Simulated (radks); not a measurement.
Task: Sb X, configuration [Kr] 4d6 (the NIST ground configuration). Calculated with a radial shooting solver on a logarithmic mesh with Libxc functionals: scalar-relativistic Kohn-Sham, r2SCAN, spin-polarised, spherical densities, finite nucleus; open shells are filled with parallel spins first (spin-orbit coupling, left out, can overturn this in heavy ions); meta-GGA in the generalised Kohn-Sham scheme; Fermi nuclear charge, rms radius 4.6802 fm. Some entries of the table are withheld. Estimate them.

orbital  occ.  eigenvalue (eV)  <r> (bohr)
1s down     1        -30522.86     0.02843
1s up       1        -30522.85     0.02843
2s up       1        -4800.074      0.1226
2s down     1        -4797.946      0.1225
2p up       3        -4322.898      0.1071
2p down     3        -4321.309      0.1071
3s up       1        -1075.327      0.3294
3s down     1        -1074.856      0.3294
3p up       3        -918.8430      0.3277
3p down     3        -918.1306      0.3277
3d up       5        -681.1515      0.3045
3d down     5        -679.5845      0.3045
4s up       1        -305.3197      0.7699
4s down     1        -298.8871      0.7696
4p up       3              (1)      0.8151
4p down     3              (2)      0.8156
4d up       5        -180.2036      0.9040
4d down     1        -173.7534      0.9079

Result: 
(1) 4p up eigenvalue (eV): -255.2831
(2) 4p down eigenvalue (eV): -248.7833
